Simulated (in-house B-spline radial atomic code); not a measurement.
# Ionising Ir6+ with different functionals

Computed with a B-spline radial code for spherical atoms: scalar-relativistic (spin-free X2C) Hamiltonian, Fermi nucleus of rms radius 5.4032 fm, spin-polarised at highest spin, spherical fractional occupations for the functionals, the average over the highest-spin determinants for Hartree-Fock. The ionisation energy is the difference of two self-consistent energies, [Xe] 4f14 5d3 → [Xe] 4f14 5d2, without Breit or QED terms; ε is the level of the shell that loses the electron (its least bound occupied spin orbital). There is no spin-orbit coupling in this Hamiltonian.

Hybrids are left out here: with spherical fractional occupations of an open shell their exact exchange keeps a self-interaction that integer-occupation calculations don't have.

```
           method          rung  ΔSCF (eV)  -ε(5d) (eV)
     Hartree-Fock  Hartree-Fock      88.33        88.91
         LDA VWN5           LDA      89.47        81.64
         LDA PW92           LDA      89.46        81.63
LDA exchange-only           LDA      87.98        80.20
              PBE           GGA      89.26        81.46
           PBEsol           GGA      89.29        81.49
             BLYP           GGA      89.04        81.20
             RPBE           GGA      89.21        81.41
             PW91           GGA      89.35        81.54
             BP86           GGA      89.31        81.50
             AM05           GGA      89.29        81.47
             OLYP           GGA      89.57        81.74
             TPSS      meta-GGA      89.21        81.42
             SCAN      meta-GGA      89.40        81.68
           r2SCAN      meta-GGA      89.43        81.72
          revTPSS      meta-GGA      89.23        81.44
```

Question: How do they compare with the NIST value?

Answer: NIST lists 89 eV ± 2 (tabulated theory, ground level to ground level). Errors run from -1.02 to +0.57 eV; all lie within about twice that uncertainty, so the table can't rank the methods. Hartree-Fock also lacks correlation.
